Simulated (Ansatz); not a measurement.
Cost and result for the atomization energy of `F[CH2][AlH][I]` (7 atoms, 6 bonds).

Total charge 0; spin multiplicity 1. Correlated methods include outer-core shells of I, which these sets cover unevenly. I takes the def2 core potential. Geometry: relaxed with PBE0-D4/def2-TZVP. It is one conformer, not always the lowest. Program: Ansatz. All runs use 2 threads of an Arm Neoverse V2 on a shared host. Times are those of one run each, without the atoms' runs, and a repeat can differ threefold. Electronic energies, without spin–orbit coupling; frozen cores. CCSD(T)/CBS adds CCSD(T) − MP2 in def2-TZVPP to the MP2 limit, and its time is that of the two runs behind it. T1 = 0.010. With those shells the extrapolation isn't a true limit. B3LYP takes the VWN-RPA correlation (the form of Gaussian; ORCA's B3LYP/G). HSE06 is the plane-wave form, built on full-range PBE exchange.

CCSD(T)/CBS is a level of theory with its own doubt, some kJ/mol a heavy atom from the limit and from the frozen cores, so smaller differences don't rank the functionals.

```
                             level  functions  wall time
            LDA (SPW92)/def2-TZVPP        196      1.2 s
                BLYP-D4/def2-TZVPP        196      2.1 s
                PBE0-D4/def2-TZVPP        196      3.2 s
               HSE06-D4/def2-TZVPP        196      3.5 s
                  CCSD(T)/def2-SVP         87      4.4 s
 B3LYP-D4/def2-TZVPP (with forces)        196      4.7 s
r2SCAN-D4/def2-TZVPP (with forces)        196      5.5 s
               PBE-QIDH/def2-TZVPP        196        6 s
                ωB97X-V/def2-TZVPP        196        8 s
  ωB97M-V/def2-TZVPP (with forces)        196       12 s
                    MP2/def2-QZVPP        356       15 s
                CCSD(T)/def2-TZVPP        196      110 s
                 CCSD(T)/CBS(def2)          –    2.1 min
```

What atomization energy does each give, and how far from CCSD(T)/CBS? (Estimate.)

Computed: 
```csv
level,atomization (kcal/mol),difference from CCSD(T)/CBS,per bond
LDA (SPW92)/def2-TZVPP,597.1,73.0,12.2
BLYP-D4/def2-TZVPP,516.6,-7.5,-1.2
PBE0-D4/def2-TZVPP,520.0,-4.1,-0.7
HSE06-D4/def2-TZVPP,520.5,-3.6,-0.6
CCSD(T)/def2-SVP,489.8,-34.3,-5.7
B3LYP-D4/def2-TZVPP (with forces),517.7,-6.4,-1.1
r2SCAN-D4/def2-TZVPP (with forces),523.7,-0.4,-0.1
PBE-QIDH/def2-TZVPP,517.8,-6.3,-1.0
ωB97X-V/def2-TZVPP,522.6,-1.5,-0.2
ωB97M-V/def2-TZVPP (with forces),520.6,-3.5,-0.6
MP2/def2-QZVPP,529.6,5.5,0.9
CCSD(T)/def2-TZVPP,507.6,-16.5,-2.7
CCSD(T)/CBS(def2),524.1,0.0,0.0
```

Leaving LDA and LC-ωPBE aside and taking each functional with its dispersion term where it has one, the values, not all of them listed here, spread over 26.2 kcal/mol, from BHLYP-D4 to PBE-D4. LDA lies +70.8 kcal/mol from PBE without D4, its usual overbinding. From PBE to PBE0 (25 % exact exchange), in def2-TZVPP and without D4, the atomization energy moves by −9.0 kcal/mol: exact exchange takes away binding that semilocal exchange gives to molecules. The D4 term adds +5.2 kcal/mol with B3LYP and +2.8 kcal/mol with PBE0; it sums over pairs of atoms, weighted by their polarisabilities, and B3LYP, whose exchange is more repulsive, gets the larger term.

Spin–orbit coupling would lower the free I atoms strongly, and the atomization energy with them, by more than many differences here.
